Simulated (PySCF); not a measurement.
A PySCF script (with the pyscf-properties extension) for the NMR shieldings of SMILES B[SiH2][Si@@H]([SiH3])NC, CH₁₂BNSi₃, on a GFN2-xTB geometry:

```python
import basis_set_exchange as bse
import numpy as np
from pyscf import gto, dft
from pyscf.prop import nmr

atoms = """
B     3.206038   -0.149183   -0.000379
Si    1.789036   -1.237358   -0.730635
Si   -0.218424   -0.032387   -0.671843
Si   -2.203297   -1.226520   -0.528646
N    -0.109431    0.931344    0.763560
C    -1.171409    1.795626    1.216377
H     3.792690    0.621273   -0.661798
H     3.432498   -0.128263    1.150269
H     1.911250   -1.643176   -2.143290
H     1.514423   -2.527251   -0.069966
H    -0.292153    0.846406   -1.876527
H    -3.385245   -0.510005   -1.029848
H    -2.127642   -2.464309   -1.308943
H    -2.558263   -1.620150    0.839536
H     0.792466    1.301366    1.024003
H    -1.165267    2.770215    0.713709
H    -1.089894    1.963631    2.292359
H    -2.126137    1.315059    1.010407
"""
names = dict.fromkeys(["B", "Si", "N", "C", "H"], "pcSseg-1")
basis = {el: gto.basis.parse(bse.get_basis(n, elements=[el], fmt="nwchem")) for el, n in names.items()}
mol = gto.M(atom=atoms, basis=basis, charge=0, verbose=0)
mf = dft.RKS(mol, xc="PBE0")
mf.grids.level = 2
mf.grids.alignment = dft.numint.BLKSIZE   # the property module wants whole blocks of grid points
mf.conv_tol = 1e-9
mf.kernel()

calc = nmr.RKS(mf)   # GIAO
C = mf.mo_coeff
Co = C[:, mf.mo_occ > 0]
resp = mf.gen_response(singlet=True, hermi=2)
def vind(x):   # induced exchange potential for any number of trial vectors
    d = np.einsum("pi,xij,qj->xpq", C, 2 * x.reshape(-1, C.shape[1], Co.shape[1]), Co, optimize=True)
    return np.einsum("xpq,pi,qj->xij", resp(d - d.transpose(0, 2, 1)), C, Co, optimize=True).ravel()
mo1, _ = nmr.rhf.solve_mo1(calc, with_cphf=vind)
sigma = calc.kernel(mo1)
for i, s in enumerate(sigma):   # ppm
    print("%2d %-2s %9.2f" % (i, mol.atom_pure_symbol(i), np.trace(s) / 3))
```

Q: Give the expected output.

A: 
```
 0 B     -18.52
 1 Si    461.48
 2 Si    382.05
 3 Si    463.82
 4 N     250.97
 5 C     149.58
 6 H      20.74
 7 H      20.90
 8 H      28.08
 9 H      27.86
10 H      26.04
11 H      27.92
12 H      28.35
13 H      28.09
14 H      33.08
15 H      28.94
16 H      28.77
17 H      29.56
```

These numbers come from an equivalent density-fitted implementation of the same equations, which agrees with the script to about 0.01 ppm for H and up to a few tenths of a ppm for heavy atoms, so last digits may differ.

Size and cost of the density-fitted run: 183 basis functions, 35 s wall time on 1 thread of an Arm Neoverse V2, shared host; peak memory 0.84 GiB.
